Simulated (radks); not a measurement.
Q: Isoelectronic series with 23 electrons, each ion in its NIST ground configuration. Method: scalar-relativistic Kohn-Sham, PBE, spin-polarised, spherical densities, finite nucleus; open shells are filled with parallel spins first (spin-orbit coupling, left out, can overturn this in heavy ions); Fermi nuclear charge, rms radius of each element as measured or else 0.836 A^(1/3) + 0.57 fm; computed with a radial shooting solver on a logarithmic mesh with Libxc functionals. Total energies (hartree) and mean radii <r> (bohr):

| ion | configuration | E (hartree) | 3d up | 3p down | 3p up | 3s down |
|---|---|---|---|---|---|---|
| Rb14+ | [Ar] 3d5 | -2890.92652 | 0.4490 | 0.4816 | 0.4782 | 0.4832 |
| Nb18+ | [Ar] 3d5 | -3655.08598 | 0.3803 | 0.4152 | 0.4127 | 0.4196 |
| Tc20+ | [Ar] 3d5 | -4072.99115 | 0.3535 | 0.3884 | 0.3861 | 0.3935 |
| Rh22+ | [Ar] 3d5 | -4515.10452 | 0.3303 | 0.3647 | 0.3628 | 0.3703 |
| Ag24+ | [Ar] 3d5 | -4981.69415 | 0.3100 | 0.3437 | 0.3420 | 0.3495 |
| In26+ | [Ar] 3d5 | -5473.04444 | 0.2921 | 0.3250 | 0.3234 | 0.3308 |
| Sb28+ | [Ar] 3d5 | -5989.46321 | 0.2762 | 0.3081 | 0.3067 | 0.3138 |
| I30+ | [Ar] 3d5 | -6531.27793 | 0.2619 | 0.2928 | 0.2916 | 0.2984 |
| Cs32+ | [Ar] 3d5 | -7098.8414 | 0.2490 | 0.2790 | 0.2778 | 0.2843 |
| Pr36+ | [Ar] 3d5 | -8312.7395 | 0.2268 | 0.2547 | 0.2537 | 0.2595 |
| Pm38+ | [Ar] 3d5 | -8959.8958 | 0.2170 | 0.2440 | 0.2431 | 0.2484 |
| Eu40+ | [Ar] 3d5 | -9634.4362 | 0.2081 | 0.2341 | 0.2333 | 0.2382 |
| Tb42+ | [Ar] 3d5 | -10336.9238 | 0.1999 | 0.2249 | 0.2242 | 0.2287 |
| Ho44+ | [Ar] 3d5 | -11067.7638 | 0.1923 | 0.2164 | 0.2157 | 0.2197 |
| Tm46+ | [Ar] 3d5 | -11827.6167 | 0.1852 | 0.2085 | 0.2078 | 0.2114 |
| Lu48+ | [Ar] 3d5 | -12616.9700 | 0.1786 | 0.2010 | 0.2005 | 0.2036 |
| Ta50+ | [Ar] 3d5 | -13436.6200 | 0.1725 | 0.1941 | 0.1935 | 0.1962 |
| Re52+ | [Ar] 3d5 | -14287.1417 | 0.1667 | 0.1876 | 0.1871 | 0.1892 |
| Ir54+ | [Ar] 3d5 | -15169.2778 | 0.1613 | 0.1814 | 0.1809 | 0.1827 |

Estimate the row of La34+ ([Ar] 3d5).

A: E (hartree) -7692.5278; 3d up 0.2374; 3p down 0.2663; 3p up 0.2652; 3s down 0.2714.
